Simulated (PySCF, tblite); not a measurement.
C₄H₁₁ClOSi₃.
Z-matrix (Å and degrees, GFN2-xTB geometry), rows numbered from 1:
```
C 
C   1  1.3213
Cl  2  1.7351  1  119.62
Si  2  1.8890  1  127.24  3   179.92
C   4  1.9066  2  112.11  1   105.89
Si  5  1.9260  4  108.32  2  -130.52
C   6  1.9049  5  110.50  4   136.02
Si  6  2.3185  5   98.87  4    12.97
O   4  1.6279  2  106.82  1    -9.15
H   1  1.0782  2  123.56  3    -0.08
H   1  1.0760  2  118.90  3  -179.50
H   4  1.4611  2  110.70  1  -125.18
H   5  1.0877  4  110.59  2   107.03
H   5  1.0902  4  110.14  2    -9.63
H   6  1.4803  5  107.52  4  -106.61
H   7  1.0856  6  110.84  5   178.84
H   7  1.0858  6  111.11  5    59.43
H   7  1.0865  6  111.91  5   -61.01
H   8  1.4643  6  119.40  5  -117.53
H   8  1.4669  6  120.62  5   102.26
```

Computed with PBE0/pcSseg-1 in PySCF (dipole) on a GFN2-xTB geometry, gas phase.

Take the most abundant isotopes and a rigid rotor. The values belong to one conformer with, in the numbering `[CH2:1]=[C:2]([Cl:3])[Si@@H:4]1[CH2:5][Si@H:6]([CH3:7])[SiH2:8][O:9]1`, C1–C2–Si4–C5 106°, C2–Si4–C5–Si6 -131°, Si4–C5–Si6–C7 136°, C5–Si6–Si8–O9 -8°, Si6–Si8–O9–Si4 -1°.

**Question.** What are A, B and C (MHz)?

**Answer.** Ia = 338.95, Ib = 1054.73, Ic = 1209.32 u·Å²; 505379 MHz·u·Å²/I gives A = 1491, B = 479.2, C = 417.9 MHz.

**Question.** What kind of rotor is it?

**Answer.** An asymmetric top. Ray's parameter κ = (2B − A − C)/(A − C) = -0.886; −1 is the prolate and +1 the oblate limit.

**Question.** What does the inertial defect say?

**Answer.** Not planar: Δ = Ic − Ia − Ib = -184.35 u·Å². For a rigid frame Δ = −2 Σ m c², so Σ m c² = 92.18 u·Å² lies off the ab plane: 26.17 from hydrogen and 66.01 from heavier atoms. The atom farthest from that plane is 2.13 Å away.

**Question.** Give the other two planar moments, Paa and Pbb, and the rms extents of the mass along the axes.

**Answer.** Paa = Σ m a² = (Ib + Ic − Ia)/2 = 962.55 and Pbb = Σ m b² = (Ia + Ic − Ib)/2 = 246.78 u·Å². With the mass M = 193.98 u, the rms extents √(P/M) along a, b and c are 2.23, 1.13, 0.69 Å.

**Question.** Give the coordinates in the principal-axis frame, origin at the centre of mass.

**Answer.** The sense of each axis is arbitrary; atoms in the order of the calculation.
```tsv
atom	mass (u)	a (Å)	b (Å)	c (Å)
C1	12.000	2.239	-1.075	1.460
C2	12.000	2.070	-0.313	0.394
Cl3	34.969	3.327	0.782	-0.086
Si4	27.977	0.561	-0.255	-0.741
C5	12.000	-0.482	1.317	-0.468
Si6	27.977	-2.323	0.793	-0.259
C7	12.000	-3.127	1.741	1.185
Si8	27.977	-2.016	-1.487	0.031
O9	15.995	-0.401	-1.495	-0.310
H10	1.008	3.130	-1.061	2.067
H11	1.008	1.455	-1.756	1.743
H12	1.008	0.952	-0.484	-2.131
H13	1.008	-0.357	2.009	-1.298
H14	1.008	-0.134	1.849	0.418
H15	1.008	-3.038	1.169	-1.499
H16	1.008	-4.171	1.465	1.295
H17	1.008	-3.090	2.813	1.018
H18	1.008	-2.631	1.537	2.130
H19	1.008	-2.586	-2.419	-0.943
H20	1.008	-2.090	-2.087	1.368
```

**Question.** Where do the levels up to J = 5 lie, in K?

**Answer.** Above 0(0,0), as E/k:
J = 1: 1(0,1) 0.043, 1(1,1) 0.092, 1(1,0) 0.095
J = 2: 2(0,2) 0.129, 2(1,2) 0.175, 2(1,1) 0.184, 2(2,1) 0.329, 2(2,0) 0.329
J = 3: 3(0,3) 0.258, 3(1,3) 0.299, 3(1,2) 0.317, 3(2,2) 0.458, 3(2,1) 0.459, 3(3,1) 0.709, 3(3,0) 0.709
J = 4: 4(0,4) 0.429, 4(1,4) 0.466, 4(1,3) 0.495, 4(2,3) 0.631, 4(2,2) 0.632, 4(3,2) 0.881, 4(3,1) 0.881, 4(4,1) 1.231, 4(4,0) 1.231
J = 5: 5(0,5) 0.641, 5(1,5) 0.673, 5(1,4) 0.717, 5(2,4) 0.846, 5(2,3) 0.850, 5(3,3) 1.097, 5(3,2) 1.097, 5(4,2) 1.447, 5(4,1) 1.447, 5(5,1) 1.897, 5(5,0) 1.897

**Question.** Which types of transition are allowed, and where do some lines up to J = 4 fall?

**Answer.** The dipole components are |μa| = 2.24 D, |μb| = 0.70 D, |μc| = 1.17 D. Intensities carry the squares of the components, which stand as 1.00 : 0.10 : 0.27 (a : b : c). Some lines, for components of 0.1 D or more:

| type | branch | J(Ka,Kc) | MHz | lower level (cm⁻¹) |
| --- | --- | --- | --- | --- |
| a | Q | 3(1,2) ← 3(1,3) | 367 | 0.208 |
| b | R | 4(1,3) ← 3(2,2) | 760 | 0.319 |
| b | R | 2(0,2) ← 1(1,1) | 780 | 0.064 |
| c | Q | 3(1,3) ← 3(0,3) | 871 | 0.179 |
| c | Q | 2(2,1) ← 2(1,1) | 3036 | 0.128 |
| b | Q | 3(2,2) ← 3(1,3) | 3313 | 0.208 |
| a | R | 4(1,4) ← 3(1,3) | 3461 | 0.208 |
| b | R | 3(1,3) ← 2(0,2) | 3551 | 0.090 |
| b | R | 4(1,4) ← 3(0,3) | 4331 | 0.179 |
| c | R | 2(2,0) ← 1(1,0) | 4894 | 0.066 |
| b | R | 3(2,2) ← 2(1,1) | 5727 | 0.128 |
| c | R | 3(2,1) ← 2(1,1) | 5740 | 0.128 |
| c | Q | 4(4,1) ← 4(3,1) | 7292 | 0.612 |
| b | Q | 4(4,0) ← 4(3,1) | 7292 | 0.612 |
| b | Q | 4(4,1) ← 4(3,2) | 7293 | 0.612 |
| b | R | 4(3,2) ← 3(2,1) | 8794 | 0.319 |
| c | R | 4(3,2) ← 3(2,2) | 8807 | 0.319 |
| b | R | 4(4,1) ← 3(3,0) | 10886 | 0.493 |

**Question.** Estimate the classical rotational partition function at 50 K, 100 K and 298.15 K.

**Answer.** Point group C1, symmetry number σ = 1; q = (√π/σ)·√((kT/h)³/(ABC)), k/h = 20836.6 MHz/K: 109000 at 50 K, 309000 at 100 K, 1590000 at 298.15 K.

Its GFN2-xTB frequencies are all real (lowest 22 cm⁻¹). These are rigid-rotor constants of the computed structure; measured ground-state constants (B0) also hold zero-point vibration. A rigid rotor knows nothing of internal rotation, which can split or shift real lines. Quadrupole hyperfine structure (35Cl) is left out.
